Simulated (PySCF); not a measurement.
Molecule: `N#Cc1cccnc1`, C$_{6}$H$_{4}$N$_{2}$.

Atoms are numbered as in `[N:1]#[C:2][c:3]1[cH:4][cH:5][cH:6][n:7][cH:8]1`; H(Xn) means a hydrogen on atom n.

Geometry PBE0-D3(BJ)/def2-SVP throughout; GIAO in PySCF 2.14.0 with density-fitted response routines, gas phase, one conformer, non-relativistic; equivalent atoms averaged; basis pcSseg-1.

Q: How do the shifts δ (against NH3, TMS at the same level) depend on the functional? (a selection of nuclei; ppm; last column core-seconds on shared hosts with different chips, so compare them loosely; the GGAs took longer than the global hybrids here, which isn't the general rule, and the cause wasn't traced)

A: 
```tsv
functional	kind	N7	N1	C8	C6	C4	C5	H(C8)	H(C4)	H(C5)	core-s
HF	Hartree–Fock	363.7	332.1	165.6	163.9	154.1	125.6	9.21	8.33	7.33	6.7
LDA	LDA	378.7	345.9	163.0	160.6	147.6	131.8	9.03	7.82	7.34	24
PBE	GGA	360.6	327.2	156.9	154.4	142.1	126.2	8.91	7.72	7.20	22
BP86	GGA	357.7	324.1	156.9	154.4	142.1	126.1	8.90	7.72	7.19	22
B97-D	GGA	346.3	312.0	152.6	150.1	138.2	122.0	8.81	7.65	7.09	22
B3LYP	global hybrid	369.0	329.3	160.5	158.3	146.3	128.5	8.90	7.78	7.20	14
PBE0	global hybrid	363.3	328.1	160.1	158.0	146.0	127.9	9.02	7.93	7.35	14
WP04	global hybrid	354.0	312.9	160.3	157.8	146.1	127.6	8.73	7.63	7.06	14
LC-wPBE	range-separated hybrid	363.8	324.6	166.3	164.7	153.4	132.3	9.11	8.13	7.49	33
```

Q: Which nucleus among those listed moves most, in ppm?

A: N1 (nitrile nitrogen): from 312.0 ppm with B97-D to 345.9 ppm with LDA. The smallest spread is 0.43 ppm, at H(C5). Proton shifts span only some 12 ppm, so a few tenths of a ppm matter as much there as several ppm in carbon.
